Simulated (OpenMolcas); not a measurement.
Ce3+ with its 6 nearest fluoride ions at 2.27 Å, on the Y site of Cs2NaYF6 (a = 9.075 Å, distance in the model lattice 2.178 Å). The rest of the host is ab initio model potentials to 7.6 Å, with orthogonalisation functions on the cations behind the ligands, and point charges beyond; the distance is set by hand and nothing relaxes. Ligand basis ANO-RCC-VDZP.

| Quantity | Value |
| --- | --- |
| Program | OpenMolcas 26.06 |
| Method | SS-CASPT2, IPEA 0.25 Eh, imaginary shift 0.1 Eh (closed shells correlated: 5s 5p and the ligand valence shells) |
| Basis | ANO-RCC-VDZP [7s6p4d2f1g] |
| Scalar Hamiltonian | DKH2, point nucleus |
| Active space | 1 electron in 7 orbitals (4f) |
| State averaging | 2S+1 = 2 odd, 7 roots |
| Spin-orbit coupling | state interaction with AMFI integrals over the reference wave functions |

Question: What is the spin-free ground state (labels of O, the rotations of Oh)?

Answer: 2A2, 1-fold in its orbital part, 100 % from free-ion F terms; it has the highest spin that f1 allows.

Question: Where is the first state of the same spin?

Answer: 2T2 at 623 cm-1 above the ground state.

Question: What are the lowest two levels with spin-orbit coupling?

Answer: A 2-fold level Γ7 with g = 1.16, 1.16, 1.16, then a 4-fold level Γ8 1120 cm-1 above it. Their leading multiplicities are 2 (100 %) and 2 (100 %).

Question: What is χT at 300 K, and how does it compare with the textbook value?

Answer: Hund's rules give f1 the level 2F5/2 with g = 0.857, so an isolated free-ion multiplet has χT = g² J(J+1) / 8 = 0.804 cm3 K/mol. The computed 0.359 at 300 K differs by -55 %, through the field's splitting, the mixing of terms and any other multiplet in reach.

Roots that are degenerate in the reference are averaged as groups; the widest CASPT2 spread within a group is 100 cm-1 (the 3-fold group of multiplicity 2 near 2420 cm-1 above the lowest state of its run). Shifts and gaps below about the spread of the groups concerned are not significant. Over all roots computed the reference weight is 0.73; a low but even weight reflects the number of correlated electrons. Splittings of an f shell from a small cluster at a set distance can be off by tens of per cent, mostly too small. No measured value stands beside these numbers; the geometry was set by hand and not optimised.
